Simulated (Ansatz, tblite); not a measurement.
Isomers of Si₄Se₄⁺ (doublet), found by a short tight-binding search and relaxed with PBE-D4/def2-SVP in Ansatz.

The xTB rows come from tblite.

Other spin states were run for one of them alone.

A:

Cartesian coordinates in Å:
```
Si 1.093 0.064 -1.628
Si 0.453 1.862 0.584
Si 0.541 -1.521 0.229
Si -2.068 -0.417 0.563
Se -0.067 -0.173 2.059
Se 2.461 1.588 -0.504
Se -0.987 1.212 -1.260
Se -1.426 -2.615 -0.043
```

B:

```
atom   x (Å)   y (Å)   z (Å)
 Si1  -1.068   1.174  -2.614
 Si2   0.103  -0.862  -0.553
 Si3  -0.442   2.240   1.561
 Si4   1.687  -0.834   1.079
 Se5   0.076  -2.566   0.992
 Se6   1.143   0.961   2.549
 Se7  -1.540   0.749  -0.171
 Se8   0.042  -0.861  -2.843
```

Question: Estimate their order by electronic energy at PBE0-D4/def2-TZVP, counted from the lowest.

Answer: A (0.00) < B (0.73), in eV.

Question: Do the other levels pick the same lowest one?

Answer: Not GFN1-xTB. Energies above each level's lowest (eV):

| level | A | B |
| --- | --- | --- |
| GFN1-xTB | 0.27 | 0.00 |
| GFN2-xTB | 0.00 | 0.22 |
| PBE-D4/def2-TZVP | 0.00 | 0.89 |
| r2SCAN-D4/def2-TZVP | 0.00 | 0.62 |
| PBE0-D4/def2-TZVP | 0.00 | 0.73 |
Point groups (tolerance 0.1 Å): A not assigned, B not assigned. Lower isomers may exist.
